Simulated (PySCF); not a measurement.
Ge(H)(Me)2(OH) (C2H8GeO), SMILES [GeH]([CH3])([OH])[CH3].

Geometry: PBE0-D3(BJ)/def2-SVP. The structure was generated by enumeration, and PubChem lists no compound with its InChIKey, so it may never have been made. Other conformers were not sampled.

Calculation: PySCF with PBE/def2-TZVP.

Symmetry labels are those of the subgroup Cs that the program uses (full group Cs).

Problem. List the valence orbital energies around the gap with their symmetry. (The exact figures need the calculation; the answer reports its results.)

Solution. 
```csv
orbital,symmetry,energy (eV)
HOMO−7,A',-10.16
HOMO−6,A',-9.87
HOMO−5,A",-9.72
HOMO−4,A",-9.67
HOMO−3,A',-8.10
HOMO−2,A",-7.87
HOMO−1,A',-7.21
HOMO,A",-6.38
LUMO,A',-0.16
LUMO+1,A',0.47
LUMO+2,A",0.86
LUMO+3,A',1.22
```
